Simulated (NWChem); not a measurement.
System meant: GeCl2, singlet; SMILES [Cl][Ge][Cl]

Here is an NWChem input.

```
start job
memory heap 200 mb stack 900 mb global 1100 mb
geometry units angstroms noautoz
  Ge     0.000000     0.000000     0.729598
  Cl    -1.713789     0.000000    -0.681920
  Cl     1.713789     0.000000    -0.681920
end
basis spherical
  * library def2-svp
end
dft
  xc b3lyp
  iterations 4
  mulliken
end
task dft energy
```

End of the output:

```
    Atom       Charge   Shell Charges
 -----------   ------   -------------------------------------------------------
    1 Ge  32    31.89   2.00  2.00  1.97  1.22  0.64  5.99  5.80  0.99  0.95  7.80  2.05  0.50
    2 Cl  17    17.05   2.00  1.96  1.06  0.81  5.82  2.26  3.14  0.02
    3 Cl  17    17.05   2.00  1.96  1.06  0.81  5.82  2.26  3.14  0.02

 center of mass
 --------------
 x =   0.00000000 y =   0.00000000 z =   0.07735154

 moments of inertia (a.u.)
 ------------------
         255.691406059439           0.000000000000           0.000000000000
           0.000000000000         989.231268189772           0.000000000000
           0.000000000000           0.000000000000         733.539862130333

     Multipole analysis of the density
     ---------------------------------

     L   x y z        total         alpha         beta         nuclear
     -   - - -        -----         -----         ----         -------
     0   0 0 0     -0.000000    -33.000000    -33.000000     66.000000

     1   1 0 0      0.000000      0.000000      0.000000      0.000000
     1   0 1 0      0.000000      0.000000      0.000000      0.000000
     1   0 0 1      0.805169      0.402585      0.402585     -0.000000

     2   2 0 0    -33.926384   -195.267278   -195.267278    356.608171
     2   1 1 0      0.000000      0.000000      0.000000      0.000000
     2   1 0 1     -0.000000     -0.000000     -0.000000      0.000000
     2   0 2 0    -29.286221    -14.643110    -14.643110      0.000000
     2   0 1 1      0.000000      0.000000      0.000000      0.000000
     2   0 0 2    -30.986793    -74.137652    -74.137652    117.288511

 ------------------------------------------------------------------------
 dft energy failed                                                                                  0
 ------------------------------------------------------------------------
 ------------------------------------------------------------------------
  current input line :
    16: task dft energy
 ------------------------------------------------------------------------
 ------------------------------------------------------------------------
 This type of error is most commonly associated with calculations not reaching convergence criteria
 ------------------------------------------------------------------------
 For more information see the NWChem manual at https://nwchemgit.github.io

0:dft energy failed:Received an Error in Communication
```

Problem. What is wrong, and how is it mended?

Solution. Convergence was not reached. Cause: the SCF was allowed too few iterations. This input runs:
```
start job
memory heap 200 mb stack 900 mb global 1100 mb
geometry units angstroms noautoz
  Ge     0.000000     0.000000     0.729598
  Cl    -1.713789     0.000000    -0.681920
  Cl     1.713789     0.000000    -0.681920
end
basis spherical
  Ge library def2-svp
  Cl library def2-svp
end
dft
  xc b3lyp
  iterations 150
  mulliken
end
task dft energy
```
It converges to -2997.01176 Ha (B3LYP/def2-SVP).
